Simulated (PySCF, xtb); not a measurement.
Cd(Br)(SiH3) (BrCdH3Si), SMILES [SiH3][Cd][Br].

GFN2-xTB (xtb 6.7.1) at its own geometry gives an orbital gap of 3.22 eV and a dipole moment of 7.15 D.

Coordinates come from a PBE0-D3(BJ)/def2-SVP optimisation. The structure was generated by enumeration; whether it is a known compound was not checked. The def2 effective core potentials stand for the cores of Cd; spin–orbit coupling is left out.

**Question.** What does ωB97X/def2-TZVPD in PySCF give? (An estimate is asked for; the answer gives what the named calculation found.)

**Answer.** gap 10.63 eV (levels -10.13 and 0.50 eV), dipole 2.70 D.
